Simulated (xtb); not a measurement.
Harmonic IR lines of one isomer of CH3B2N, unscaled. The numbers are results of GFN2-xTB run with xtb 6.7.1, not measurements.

wavenumber (cm⁻¹): 309 (w), 424 (w), 538 (vs), 668 (w), 675 (m), 759 (w), 1011 (m), 1101 (w), 1326 (m), 1505 (w), 1799 (s), 2695 (s)

### Question
Say which structure gives these lines.
(A) `NC1=BB1`
(B) `[H]/B=C/N=B`
(C) `C=BB=N`
(D) `B=NB=C`

### Answer
A, `NC1=BB1`
